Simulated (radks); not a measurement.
The numbers below are computed, except where a source is named.
Q: Radial electron density D(r) = 4 pi r^2 rho(r) of an atom or ion with 64 electrons. Level of theory: scalar-relativistic Kohn-Sham, PBE, spin-polarised, spherical densities, finite nucleus; Fermi nuclear charge, rms radius of each element as measured or else 0.836 A^(1/3) + 0.57 fm (a radial shooting solver on a logarithmic mesh with Libxc functionals).

r (bohr),D(r) (e/bohr),spin D(r)
0.0007735,2.881,0.000154
0.0009077,3.754,0.000200
0.001057,4.812,0.000256
0.00124,6.228,0.000331
0.001444,7.926,0.000420
0.001694,10.17,0.000536
0.001972,12.81,0.000673
0.002314,16.24,0.000847
0.002694,20.19,0.00105
0.003162,25.17,0.00129
0.003681,30.74,0.00156
0.00432,37.48,0.00187
0.005029,44.65,0.00219
0.005901,52.82,0.00252
0.00687,60.87,0.00281
0.008062,69.16,0.00304
0.009386,76.27,0.00314
0.01101,82.24,0.00308
0.01282,85.84,0.00283
0.01505,86.99,0.00235
0.01752,85.60,0.00175
0.02056,82.28,0.00112
0.02393,78.78,0.000753
0.02808,76.82,0.000897
0.03269,78.55,0.00175
0.03837,85.25,0.00337
0.04466,95.46,0.00512
0.05241,107.1,0.00619
0.06102,114.5,0.00552
0.07161,114.7,0.00328
0.08336,107.1,0.00304
0.09783,95.35,0.0143
0.1139,87.68,0.0522
0.1336,88.70,0.148
0.1556,96.53,0.327
0.1826,102.5,0.658
0.2126,96.89,1.17
0.2494,77.94,1.96
0.2904,57.01,2.98
0.3408,44.62,4.26
0.3967,45.37,5.46
0.4655,51.21,6.38
0.542,51.53,6.70
0.636,43.12,6.42
0.7404,31.39,5.70
0.8689,21.21,4.67
1.011,15.58,3.60
1.187,12.38,2.47
1.382,9.888,1.53
1.622,7.010,0.801
1.888,4.397,0.440
2.215,2.376,0.351
2.579,1.298,0.414
3.027,0.7975,0.496
3.523,0.5952,0.507
4.135,0.4367,0.418
4.814,0.2824,0.279
5.649,0.1465,0.146
6.576,0.06443,0.0644
7.717,0.02145,0.0214
8.984,0.005765,0.00576
10.54,0.001034,0.00103
12.27,0.0001406,0.000141

What is the nuclear charge?

A: Z = 65. The innermost maximum, from 1s, lies near gamma/Z bohr with gamma = sqrt(1 - (Z/c)^2) = 0.880, here 0.0135 bohr (found: 0.0148), and its height grows with Z. The density is that of the terbium ion Tb+ in [Xe] 4f8.5 6s1 6p0.5; the configuration itself is not fixed sharply by these data, and Z only to a few units. D(r) has 4 maxima, at r = 0.0148, 0.0661, 0.186, 0.504 bohr, and minima at 0.0285, 0.121, 0.363 bohr, inside which lie 1.94, 11.15, 29.44 electrons.
